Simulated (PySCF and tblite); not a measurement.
**Conformer ensemble of C₆H₈FNO₂, numbered as in [CH3:1][O:2][c:3]1[cH:4][nH:5][c:6]([O:7][CH3:8])[c:9]1[F:10]**

Geometries GFN2-xTB; weights from PBE0-D3(BJ)/pcSseg-1 energies and GFN2-xTB thermal corrections, with symmetry numbers and mirror pairs. Conformers within 2.5 kcal/mol (GFN2-xTB free energy) were kept, 4 at most. GIAO shieldings: PBE0/pcSseg-1. Shifts are against TMS (¹H), TMS (¹³C), CFCl3 (¹⁹F), NH3 (¹⁵N) at the same level. Programs: PySCF with density fitting and tblite.

Torsions listed: C1–O2–C3–C4, N5–C6–O7–C8.

```
conformer       shape  symmetry  E(GFN2) kcal/mol  E(DFT) kcal/mol  G(298.15 K) kcal/mol  weight %  dipole D
        1    0°, 180°        Cs              0.00             0.00                  0.00      93.4      2.56
        2  180°, 180°        Cs              0.22             1.51                  1.57       6.6      1.50
```

Weights (%) against temperature:

```csv
T (K),1,2,S(mix) cal/mol/K
250,95.8,4.2,0.35
298.15,93.4,6.6,0.48
350,90.8,9.2,0.61
```

Averaged shifts at 298.15 K. ¹H: 5.37 (H4, 1H), 4.19 (H8, 3H), 3.80 (H1, 3H) ppm. ¹³C: 143.5 (C3), 136.0 (C6), 131.5 (C9), 85.2 (C4), 59.1 (C8), 57.5 (C1) ppm. ¹⁹F: -219.3 (F10) ppm. ¹⁵N: 127.4 (N5) ppm.

Coordinates of conformer 1 (Å):

```xyz
18

C     3.328    0.071   -0.233
O     2.141    0.747    0.095
C     0.991    0.089   -0.206
C     0.796   -1.137   -0.786
N    -0.560   -1.353   -0.876
C    -1.232   -0.292   -0.366
O    -2.588   -0.329   -0.372
C    -3.232    0.807    0.173
C    -0.298    0.622    0.059
F    -0.542    1.823    0.631
H     3.393   -0.118   -1.310
H     3.404   -0.882    0.302
H     4.142    0.726    0.072
H     1.492   -1.868   -1.139
H    -1.006   -2.168   -1.259
H    -2.962    0.948    1.222
H    -4.298    0.611    0.089
H    -2.977    1.711   -0.386
```

H on N, O and S are left out: they exchange, and hydrogen bonds move them by several ppm. Unscaled ¹⁹F and ¹⁵N shifts at such levels can be off by tens of ppm; differences between conformers or isomers are more reliable. Shifts are unscaled: against experiment ¹³C can be off by 15 ppm or more and ¹H by 0.8 ppm.

Search and properties took 66 s on 1 thread of Arm Neoverse V1, shared host (rough), launched as `OMP_NUM_THREADS=1 python ens_run.py task.json out`.


¹⁵N shifts are against a computed isolated NH3 molecule, about 20 ppm from the liquid.

Conformer gaps in pcSseg-1 on xTB geometries can be 2 kcal/mol off for S=O, P=O and other polar bonds.